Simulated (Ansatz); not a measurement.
**A ladder of methods for CH3In (SMILES C[In])**

CH3In: 5 atoms, total charge 0, spin state singlet. As SMILES, `C[In]`. The shape was relaxed beforehand at wB97X-V/def2-SVP.

```
atom    x (Å)    y (Å)    z (Å)
   C  -0.1786   0.0715  -0.0690
  In   1.7821  -0.7132   0.6882
   H  -0.9806  -0.0409   0.6847
   H  -0.5069  -0.4635  -0.9799
   H  -0.1160   1.1461  -0.3240
```

Each level gives the dissociation energy of the In2–C1 bond into doublet In and doublet CH3 (shapes relaxed at wB97X-V/def2-SVP, no zero-point term) (eV). The values are calculated.

```tsv
level	kind	program	value (eV)	less CCSD(T)/def2-TZVPP	CPU time (all runs)
HF/def2-TZVPP (core potential)	Hartree–Fock	Ansatz	1.20	-1.24	1.8 s
SVWN5/def2-TZVPP (core potential)	LDA	Ansatz	3.07	+0.63	3.4 s
BLYP/def2-TZVPP (core potential)	GGA	Ansatz	2.28	-0.16	8 s
r2SCAN/def2-TZVPP (core potential)	meta-GGA	Ansatz	2.28	-0.16	12 s
B3LYP/def2-TZVPP (core potential)	global hybrid	Ansatz	2.28	-0.16	5.5 s
wB97M-V/def2-TZVPP (core potential)	range-separated hybrid	Ansatz	2.49	+0.05	19 s
MP2/def2-TZVPP (core potential)	perturbation theory	Ansatz	2.54	+0.10	4.3 s
CCSD(T)/def2-TZVPP (core potential)	coupled cluster or CI	Ansatz	2.44	0.00	19 s
```

Differences are taken from CCSD(T)/def2-TZVPP (core potential) for orientation; it has basis-set and higher-order errors of its own. Spin-orbit coupling, which can split open shells on such heavy atoms by tenths of an eV, is left out. The values span 1.20 to 3.07 eV. Hartree–Fock misses the correlation of the electron pair that is broken and comes out low. Measured bond enthalpies also hold zero-point and thermal terms, a few tenths of an eV less. In the correlated wave-function rows the outer d shell of In is correlated, in sets not made for it. CPU times are rough (shared hosts, several kinds of processor): they show what a rung costs within a factor of a few.
